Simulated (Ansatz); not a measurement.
Born–Oppenheimer molecular dynamics of Cl3H3Sn (7 atoms, charge 0, multiplicity 1). It starts at the highest image of a converged band. Of that band: Neighbouring images differ by up to 1.2 eV, so the band resolves the path poorly. A vibrational analysis at the climbing image gives one clearly imaginary mode, 1090i cm⁻¹: a first-order saddle point.

All numbers below come from RKS BLYP-D4/def2-SVP in Ansatz 0.2.0.

```yaml
ensemble: NVE (velocity Verlet)
time_step: 0.5 fs
steps_asked: 200
starting_velocities_drawn_for: 100 K
seed: 5822
```

First frame:

```xyz
7
Properties=species:S:1:pos:R:3
Sn 0.209 -0.207 -0.100
H -0.104 0.051 1.871
Cl 2.417 0.114 -0.919
H -0.594 1.305 -0.421
Cl -1.105 -1.820 -1.250
Cl 1.126 -2.180 1.620
H 0.353 -0.822 2.051
```

(1) How far do the bonds stretch over the last three quarters of this one trajectory? (Pairs bonded in most of those frames.)

Answers

(1) 
| bond | mean (Å) | spread (Å) | shortest | longest |
| --- | --- | --- | --- | --- |
| Sn1–H2 | 1.740 | 0.078 | 1.62 | 1.86 |
| Sn1–Cl3 | 2.413 | 0.018 | 2.38 | 2.44 |
| Sn1–H4 | 1.742 | 0.018 | 1.71 | 1.79 |
| Sn1–Cl5 | 2.406 | 0.007 | 2.40 | 2.42 |
| Cl6–H7 | 1.312 | 0.046 | 1.24 | 1.38 |

Pairs bonded in part of these frames only: Sn1–Cl6 16 %.

Mean temperature of the second half: 1418 K. The conserved energy stayed within 0.17 meV per atom of its start (net change -0.11 meV per atom), so the integration is sound. The kinetic energy rose, since the run started high on the potential surface and went downhill. It ends in pieces (Cl2H2Sn + ClH), so much of that is their flight and rotation, not heat. A run of 0.1 ps of so small a system gives no equilibrium averages. The orbitals stay closed-shell, which can raise the energy where a bond breaks towards radicals; this wasn't checked here.

Time of the run: 2.7 min on 2 threads of Intel(R) Xeon(R) 6975P-C (Granite Rapids) (shared host), peak memory 0.15 GiB.
